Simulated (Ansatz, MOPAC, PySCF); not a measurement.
Torsion H4–O1–Si2–I3 in HIOSi (SMILES O[Si]I); at each angle all else is relaxed with GFN2-xTB, and the levels are single points there.
Geometry at 0° (charge 0, multiplicity 1):
```json
[
 {"atom": "O", "x (Å)": "-1.0528", "y (Å)": "0.1114", "z (Å)": "0.2177"},
 {"atom": "Si", "x (Å)": "0.2193", "y (Å)": "1.0341", "z (Å)": "-0.1072"},
 {"atom": "I", "x (Å)": "1.2928", "y (Å)": "-0.1735", "z (Å)": "-2.0366"},
 {"atom": "H", "x (Å)": "-1.3691", "y (Å)": "-0.6979", "z (Å)": "-0.1847"}
]
```

On the grid 0° to 330°, 90° is the highest and 0° the lowest point at CCSD(T)/CBS(def2-TZVPP, def2-QZVPP).

Frozen-core correlation. Filled d and f shells under p-block atoms count as core. CBS(a, b) extrapolates the correlation energy as X⁻³ and adds the Hartree–Fock energy of set b. Rows in 3-21G, LANL2DZ, STO-3G carry no dispersion term and start afresh at each structure; the Pople sets are all-electron and without relativity. LANL2DZ brings its own core potentials from Na on. The state that AM1, PM3, PM6, PM7 reach isn't checked; PM7 holds dispersion and hydrogen-bond terms.

Run with Ansatz (a quantum-chemistry and plane-wave program) with Gaussian orbitals; MOPAC for AM1, PM3, PM6, PM7 (differences of heats of formation); PySCF for 3-21G rows, LANL2DZ rows, STO-3G rows, the dispersion terms. Values without a source in brackets are computed. In def2 rows elements past Kr take small-core potentials, without spin–orbit coupling.

Other levels give for the energy at 90° less that at 0°: PBE/def2-TZVPP 27.0; B3LYP/def2-TZVPP 26.6; B3LYP-D3(BJ)/def2-TZVPP 27.2; wB97M-V/def2-TZVPP 28.1; CCSD(T)/CBS(def2-TZVPP, def2-QZVPP) 28.0 kJ/mol.

Common cheap choices:

```json
[
 {"level": "AM1", "energy at 90° less that at 0° (kJ/mol)": "23.2"},
 {"level": "PM3", "energy at 90° less that at 0° (kJ/mol)": "19.9"},
 {"level": "PM6", "energy at 90° less that at 0° (kJ/mol)": "-4.3"},
 {"level": "PM7", "energy at 90° less that at 0° (kJ/mol)": "10.1"},
 {"level": "HF/STO-3G", "energy at 90° less that at 0° (kJ/mol)": "48.0"},
 {"level": "HF/3-21G", "energy at 90° less that at 0° (kJ/mol)": "22.0"},
 {"level": "B3LYP/3-21G", "energy at 90° less that at 0° (kJ/mol)": "24.3"},
 {"level": "B3LYP/LANL2DZ", "energy at 90° less that at 0° (kJ/mol)": "17.1"}
]
```
